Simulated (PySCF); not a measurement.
## Si2BH5Cl2O3

Si2BH5Cl2O3 is a molecule, neutral, singlet. The structure, one conformer, was relaxed in the gas phase by PBE0-D3(BJ)/def2-SVP. No frequency run checks that it is a minimum.

SMILES: O[SiH2]O[SiH2]OB(Cl)Cl

| atom | x (Å) | y (Å) | z (Å) |
| --- | --- | --- | --- |
| O1 | -1.590 | 1.211 | -0.809 |
| Si2 | -1.993 | -0.331 | -0.369 |
| O3 | -0.623 | -1.238 | -0.077 |
| Si4 | 0.986 | -1.336 | -0.357 |
| O5 | 1.772 | 0.073 | 0.120 |
| B6 | 1.778 | 1.173 | 0.852 |
| Cl7 | 0.355 | 1.677 | 1.804 |
| Cl8 | 3.201 | 2.195 | 0.926 |
| H9 | -1.206 | 1.752 | -0.108 |
| H10 | -2.716 | -0.918 | -1.523 |
| H11 | -2.794 | -0.375 | 0.883 |
| H12 | 1.288 | -1.474 | -1.802 |
| H13 | 1.556 | -2.430 | 0.464 |

Shieldings: GIAO PBE0/pcSseg-1. Shifts are against computed references at the same level: H TMS (σ 31.27 ppm), Si TMS (σ 352.0 ppm). Core levels by delta-SCF with SCAN, pcX-2 on the ionised atom and pcseg-1 elsewhere, spin-free X2C (2p3/2 is the spin-free 2p value less a third of a first-order spin-orbit splitting); from the vacuum level, for chosen atoms.

Give the shieldings and core levels atom by atom.


```tsv
atoms	bonded to	σ (ppm)	δ (ppm)	core level (eV)
O1	1 Si + 1 H	261.3	-	1s 538.73
Si2	2 O + 2 H	381.0	-29.0	2p3/2 108.25
O3	2 Si	240.2	-	1s 538.39
Si4	2 O + 2 H	392.6	-40.7	2p3/2 108.74
O5	1 B + 1 Si	133.6	-	1s 539.29
B6	2 Cl + 1 O	70.2	-	-
Cl7	1 B	757.8	-	-
Cl8	1 B	751.8	-	-
H9	1 O	28.18	3.09	-
H10	1 Si	26.42	4.85	-
H11	1 Si	26.19	5.08	-
H12	1 Si	26.11	5.15	-
H13	1 Si	26.27	5.00	-
```

Values are those of this one static structure; atoms that internal rotation interchanges would show their mean in an NMR spectrum.

By CAM-B3LYP/def2-SVPD (TDDFT singlets, Tamm-Dancoff triplets, ionisation by delta-SCF), where does absorption start, and what does vertical ionisation take?

The first singlet with intensity lies at 7.76 eV (f 0.015); what lies below it is dark. The lowest singlet lies at 6.88 eV (f 0.000), the strongest of the first 6 at 7.87 eV (f 0.143), the lowest triplet at 6.72 eV; vertical ionisation takes 11.11 eV.
